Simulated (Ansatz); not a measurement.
Scan of the H4–C1–Si2–Se3 dihedral angle

CH$_{4}$SeSi (SMILES C[SiH]=[Se]), closed shell, at its PBE0-D4/def2-TZVP minimum:

C1  (-0.724, 0.446, -0.241)
Si2  (0.827, -0.449, 0.238)
Se3  (0.981, -2.196, 1.349)
H4  (-0.695, 1.469, 0.146)
H5  (-1.609, -0.062, 0.142)
H6  (-0.789, 0.515, -1.332)
H7  (2.009, 0.277, -0.302)
(Å)

The dihedral angle H4–C1–Si2–Se3 (121.5° at the minimum) is set to the values below, the two halves turning rigidly about the central bond. Each method's energies count from its own value at the PBE0-D4 minimum structure. Computed with Ansatz 0.2.0 (basis: def2-TZVPP); correlated methods freeze the cores. Filled d shells of the heavier atoms are correlated. The def2 sets are not built for correlating such inner shells, so the correlated values are less sure here. B3LYP uses VWN-RPA correlation.

CCSD(T) energies along the scan:
```tsv
dihedral angle (°)	CCSD(T) (kcal/mol)
-177.2	0.814
-163.8	0.751
-150.5	0.559
-137.2	0.332
-123.8	0.174
129.5	0.033
142.8	0.212
156.2	0.476
169.5	0.709
```
They count from the CCSD(T) energy at the PBE0-D4 minimum.

Largest difference from the CCSD(T) curve over the scan: PBE-D4 0.079; PBE0-D4 0.053; B3LYP-D4 0.050; HF 0.051 kcal/mol. Each curve counts from its own value at the minimum.

No T1 diagnostic of these runs exceeds 0.014.

For scale, one of the runs: CCSD(T)/def2-TZVPP, 177 basis functions, launched by `ansatz run in.yaml --threads 2 --pin off --events-out ev --progress --plain --max-ram 4352MiB`. Hardware: 2 CPU threads of an Arm Neoverse V2, shared host. Wall time 40 s; peak host memory 1.6 GiB.
